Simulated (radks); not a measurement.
Q: Successive ionisation energies (eV) of one element, from differences of total energies of ions in their ground configurations, starting at charge 66: 16305.5, 16643.7, 18481.9, 18863.0, 19416.4, 19712.0, 79573, 80757. All-electron calculation, Dirac Kohn-Sham, exchange-only PBE, spin-unpolarised, spherical densities, finite nucleus; open shells fill j = l - 1/2 first; Fermi nuclear charge, rms radius 5.3658 fm. Program: a radial shooting solver on a logarithmic mesh with Libxc functionals. Which element is it?

A: Tungsten (Z = 74). The first species listed is W66+ in [He] 2s2 2p4, the last W73+ in 1s1.
